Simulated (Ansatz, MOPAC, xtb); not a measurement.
Spectroscopic constants of BF+, multiplicity 2 (lowest of 2S+1 = 2, 4 at CCSD(T)/def2-TZVPP on PBE0 minima; our sources give no spin for the ground state, which may be another).

The constants come from a fifth-degree fit in 1/R (seven points, main isotopes). In def2 and cc sets the state is the lowest found near the PBE0 minimum, followed along R.

Correlated levels freeze the cores. CBS: X⁻³ extrapolation of the correlation energy, Hartree–Fock from the larger set. The state reached by PM3, PM6 isn't checked.

Codes used: Ansatz (Gaussian basis) for Hartree–Fock, density functionals and correlated methods; MOPAC for PM3, PM6 (differences of heats of formation); xtb for the GFN methods. Values without a source in brackets are computed. The GFN methods have no spin term and hold the electronic entropy of 300 K.

```tsv
level	r_e (Å)	ω_e (cm⁻¹)	ω_e x_e (cm⁻¹)
PM3	1.240	…	32
PM6	1.244	1378	7.2
GFN1-xTB	1.230	1596	14
SVWN5/def2-TZVPP	1.214	1683	11
wB97X-V/def2-TZVPP	1.218	1691	10
CCSD/def2-TZVPP	1.214	1716	10
CCSD/def2-QZVPP	1.209	1725	11
CCSD(T)/CBS(aug-cc-pVTZ, aug-cc-pVQZ)	…	…	11
```

Q: Complete the blanks.

A: 
- CCSD(T)/CBS(aug-cc-pVTZ, aug-cc-pVQZ), r_e (Å): 1.212
- CCSD(T)/CBS(aug-cc-pVTZ, aug-cc-pVQZ), ω_e (cm⁻¹): 1702
- PM3, ω_e (cm⁻¹): 1644

Ansatz is a quantum-chemistry and plane-wave program.
